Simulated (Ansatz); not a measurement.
Harmonic frequencies (cm⁻¹) at PBE0-D4/def2-TZVP from Ansatz: 191, 285, 435, 504, 684, 821, 880, 907, 932, 2187, 2257, 3916.

Each molecule was computed in one conformer, which needn't be the lowest.

Which molecule is it?
A. `[NH2][In][OH]`•
B. `O[Si](O)F`•
C. `[F][Sb][SiH3]`•
D. `O[SiH2][S]`•

D.
